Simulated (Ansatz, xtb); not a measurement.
# Two isomers of C2H8GeSi2

Structure I is `C#[C][GeH2][SiH2][SiH3]`, a singlet and structure II is `C#C[SiH2][GeH2][SiH3]`, a singlet. Both are isolated molecules in the gas phase, relaxed with B3LYP-D3(BJ)/def2-SVP; each stands in its lowest conformer found.

Quicker runs give these differences E(II) − E(I): GFN2-xTB −47.8 kJ/mol; HF/STO-3G −16.2 kJ/mol (at GFN2-xTB geometries); r2SCAN-D4/def2-SVP −30.2 kJ/mol (at GFN2-xTB geometries).

Estimate E(II) − E(I) at the level CCSD(T)/def2-SVP + ΔMP2/def2-TZVPP.

Calculated at CCSD(T)/def2-SVP + ΔMP2/def2-TZVPP: E(II) − E(I) = −28.2 kJ/mol, so structure II lies lower.

Level by level:

```json
{"level": "GFN2-xTB", "geometry": "GFN2-xTB", "E(II) − E(I) (kJ/mol)": "−47.8", "departure from the last row (kJ/mol)": "−19.6", "job, with rough time for the two": "optimisation, 0.97 s"}
{"level": "HF/STO-3G", "geometry": "GFN2-xTB", "E(II) − E(I) (kJ/mol)": "−16.2", "departure from the last row (kJ/mol)": "+12.0", "job, with rough time for the two": "single point, 4.9 s"}
{"level": "r2SCAN-D4/def2-SVP", "geometry": "GFN2-xTB", "E(II) − E(I) (kJ/mol)": "−30.2", "departure from the last row (kJ/mol)": "−2.0", "job, with rough time for the two": "single point, 15 s"}
{"level": "B3LYP-D3(BJ)/def2-SVP", "geometry": "B3LYP-D3(BJ)/def2-SVP", "E(II) − E(I) (kJ/mol)": "−29.8", "departure from the last row (kJ/mol)": "−1.6", "job, with rough time for the two": "optimisation, 5.9 min"}
{"level": "HF/def2-SVP", "geometry": "B3LYP-D3(BJ)/def2-SVP", "E(II) − E(I) (kJ/mol)": "−30.1", "departure from the last row (kJ/mol)": "−1.9", "job, with rough time for the two": "part of the CCSD(T) run"}
{"level": "MP2/def2-SVP", "geometry": "B3LYP-D3(BJ)/def2-SVP", "E(II) − E(I) (kJ/mol)": "−28.3", "departure from the last row (kJ/mol)": "−0.1", "job, with rough time for the two": "part of the CCSD(T) run"}
{"level": "CCSD(T)/def2-SVP", "geometry": "B3LYP-D3(BJ)/def2-SVP", "E(II) − E(I) (kJ/mol)": "−26.4", "departure from the last row (kJ/mol)": "+1.8", "job, with rough time for the two": "single point"}
{"level": "CCSD(T)/def2-SVP + ΔMP2/def2-TZVPP", "geometry": "B3LYP-D3(BJ)/def2-SVP", "E(II) − E(I) (kJ/mol)": "−28.2", "departure from the last row (kJ/mol)": "", "job, with rough time for the two": "single point, 2.5 min"}
```

As drawn, II has 1 C–Si, 1 Ge–Si in place of 1 C–Ge, 1 Si–Si.

None of the levels shown reverses the order. The largest departure from CCSD(T)/def2-SVP + ΔMP2/def2-TZVPP is that of GFN2-xTB, 19.6 kJ/mol. A small imaginary or near-zero mode remains, so no thermal terms are given. The last row adds to CCSD(T) the change of the MP2 difference between the two basis sets, here −1.8 kJ/mol.

The correlated steps freeze 21 core orbitals; the filled d shell of Ge is correlated, in a basis made for valence electrons. Run with Ansatz 0.2.0, xtb 6.7.1; the last row on 2 threads of Intel(R) Xeon(R) Processor @ 2.50GHz (Skylake/Cascade Lake) on a shared host.
